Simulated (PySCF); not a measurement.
A structure optimised at PBE-D3(BJ)/def2-SVP, used in a PySCF frequency run:

```
C
H 1 1.1102
H 1 1.1122 2 107.94
O 1 1.4364 2 106.57 3 -117.83
B 4 1.3430 1 122.14 2 127.67
H 5 1.2162 4 123.13 1 -1.26
C 1 1.5185 2 110.81 3 122.07
H 7 1.1080 1 110.78 2 61.71
H 7 1.1085 8 108.33 1 120.91
H 7 1.1085 8 108.22 9 117.12
Br 5 1.9282 6 118.73 4 179.90
```
Charge 0, spin multiplicity 1.

Write its SMILES and formula.

CCOBBr, C2H6BBrO

What are its rotational constants (standard atomic weights)?

16.125, 0.99859, 0.97910 GHz
